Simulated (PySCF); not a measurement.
Here is a job for PySCF.
```python
from pyscf import gto, scf

mol = gto.Mole()
mol.atom = '''
    Si    0.000000    0.000000    0.000000
'''
mol.basis = '6-31g**'
mol.charge = -1
mol.spin = 3
mol.verbose = 4
mol.build()

mf = scf.UHF(mol)
mf.kernel()
```

Task: What total energy does PySCF with HF/6-31G** give?

Result: -288.854022 Ha

Task: Give the HOMO energy at the level HF/6-31G**.

Result: -1.20 eV

Task: Give the <S^2> at the level HF/6-31G**.

Result: 3.751

Task: Predict the number of basis functions from HF/6-31G**.

Result: 18

These values belong to the state on which the SCF converged, which isn't shown to be the lowest.
